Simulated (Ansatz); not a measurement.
GaH$_{3}$S (`[SH][GaH2]`). Total charge 0; spin multiplicity 1. The structure was optimised at the PBE0-D4/def2-TZVP level.

```xyz
5

S    -0.660   -1.453    0.069
Ga   -0.053    0.644   -0.198
H     0.461   -1.819    0.711
H    -1.085    1.544   -0.941
H     1.337    1.083    0.359
```

Task: What is the dipole moment at r2SCAN/def2-TZVPP? (Best estimate.)

Result: The calculation gave: 1.10 D, with components (0.89, 0.59, 0.27) D in this frame, pointing from negative to positive charge.

Task: And with PBE, B3LYP, ωB97M-V? (Estimate.)

Result: The calculation gave: PBE 1.01 D, B3LYP 1.08 D, ωB97M-V 1.16 D.

Task: Give the Mulliken charges with r2SCAN, PBE, ωB97M-V in def2-TZVPP. (An estimate is asked.)

Result: The calculation gave: 
```tsv
atom	r2SCAN	PBE	ωB97M-V
S1	-0.27	-0.25	-0.27
Ga2	0.28	0.19	0.20
H3	0.11	0.12	0.12
H4	-0.06	-0.03	-0.03
H5	-0.06	-0.03	-0.03
```

B3LYP here is the variant with VWN-RPA as its local correlation; programs differ in this.

Results of the Gaussian-basis code of Ansatz.
